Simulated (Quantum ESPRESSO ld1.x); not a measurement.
Problem. Bi2+, configuration [Hg] 6p1. Calculated with ld1.x of Quantum ESPRESSO 7.5: non-relativistic Kohn-Sham, exchange-only LDA, spin-polarised, spherical densities, point nucleus; open shells are filled with parallel spins first; relativity is left out, which matters for an element this heavy. Some entries of the table are withheld. Estimate them.

orbital,occ.,eigenvalue (eV),<1/r> (bohr^-1),r(max) (bohr)
1s up,1,-80983.1,82.40,0.012
1s down,1,-80983.1,82.40,0.012
2s up,1,-13700.8,19.44,0.066
2s down,1,-13700.8,19.44,0.066
2p up,3,-13204.5,19.49,0.051
2p down,3,-13204.5,19.49,0.051
3s up,1,-3297.18,7.571,0.179
3s down,1,-3297.17,7.571,0.179
3p up,3,-3059.59,7.532,0.168
3p down,3,-3059.58,7.532,0.168
3d up,5,-2614.62,7.472,0.132
3d down,5,-2614.62,7.472,0.132
4s up,1,-751.902,3.345,0.397
4s down,1,-751.885,3.345,0.397
4p up,3,-647.095,3.263,0.394
4p down,3,-647.077,3.263,0.394
4d up,5,-452.980,3.092,0.385
4d down,5,-452.962,3.092,0.385
4f up,7,-188.993,2.790,0.336
4f down,7,-188.973,2.790,0.336
5s up,1,-140.996,1.446,0.857
5s down,1,-140.946,1.447,0.857
5p up,3,-105.136,1.341,0.899
5p down,3,-105.073,1.342,0.899
5d up,5,-46.5398,1.080,1.03
5d down,5,-46.3737,1.084,1.03
6s up,1,-26.2605,0.5449,2.07
6s down,1,-25.2785,0.5506,2.05
6p up,1,-18.6435,0.4627,2.38
6p down,0,-17.5397,0.4657,2.37
7s up,0,(1),0.2497,4.82
7s down,0,(2),0.2392,4.90
5f up,0,-4.8928,0.2504,4.18
5f down,0,-4.2238,0.2168,4.90

Solution. 
(1) 7s up eigenvalue (eV): -8.8493
(2) 7s down eigenvalue (eV): -8.2305
